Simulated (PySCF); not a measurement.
# Two-component Hartree-Fock for Cd²⁺ (cadmium, charge +2)

Start: [Kr] 4d10. Calculated with PySCF 2.14 in x2c-TZVPPall-2c with one added diffuse shell each of s, p, d, f type (9s10p8d3f1g, 109 functions): generalised Hartree-Fock with the X2C-1e Hamiltonian and a Gaussian nucleus; spin-orbit coupling (SO) screened by Boettger's factors.

| spinor shell | electrons | ε, screened SO (eV) | weight of nominal j (screened SO) | rms radius, screened SO (bohr) |
| --- | --- | --- | --- | --- |
| 1s1/2 | 2 | -26862.6 | 1.000 | 0.0348 |
| 2s1/2 | 2 | -4091.8 | 1.000 | 0.142 |
| 2p1/2 | 2 | -3800.2 | 1.000 | 0.124 |
| 2p3/2 | 4 | -3605.6 | 1.000 | 0.128 |
| 3s1/2 | 2 | -815.60 | 1.000 | 0.381 |
| 3p1/2 | 2 | -697.36 | 1.000 | 0.375 |
| 3p3/2 | 4 | -661.38 | 1.000 | 0.386 |
| 3d3/2 | 4 | -453.73 | 1.000 | 0.362 |
| 4s1/2 | 2 | -147.38 | 1.000 | 0.944 |
| 4p1/2 | 2 | -107.56 | 1.000 | 1.01 |
| 4p3/2 | 4 | -101.39 | 1.000 | 1.04 |
| 4d3/2 | 4 | -38.562 | 1.000 | 1.34 |
| 4d5/2 | 6 | -37.737 | 1.000 | 1.36 |

Q: Where does 3d5/2 lie, and what is the 3d spin-orbit splitting (screened SO)?

A: At -446.52 eV, 7.207 eV above 3d3/2.

| quantity | screened SO |
| --- | --- |
| E (hartree) | -5591.05844 |
| M_J | 0 |
| ⟨J²⟩ | 0.000 |
| ⟨L²⟩ | 0.016 |
| ⟨S²⟩ | 0.016 |

Breit and QED terms are absent; they matter most for the inner s and p1/2 levels.

Densities and radii are taken from the X2C orbitals without a picture-change correction, which distorts them close to the nucleus.
